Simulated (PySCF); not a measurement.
Computed shifts of a molecule C3H5FSi, PySCF with PBE/pcSseg-1, GIAO, gas phase, atoms alike by connectivity averaged where their shifts nearly agree, in ppm (number of nuclei): ¹⁹F: -214.9 (1). ¹³C: 226.4 (1), 138.5 (1), 104.5 (1). ²⁹Si: -70.9 (1). ¹H: 7.77 (1), 6.61 (1), 4.66 (3). References: ¹⁹F against CFCl3 (σ = 133.6 ppm); ¹³C against TMS (σ = 182.0 ppm); ²⁹Si against TMS (σ = 335.4 ppm); ¹H against TMS (σ = 31.49 ppm), references at their B3LYP-D3(BJ)/def2-TZVP geometries, non-relativistic. Geometry optimised at PBE0-D3(BJ)/def2-SVP. One conformer was computed; it need not be the lowest.

### Question
Which structure fits?
A) C#C[C@@H](F)[SiH3]
B) FC=C=C[SiH3]
C) C#C[SiH2]CF
D) C=C=C[SiH2]F

### Answer
B, FC=C=C[SiH3]
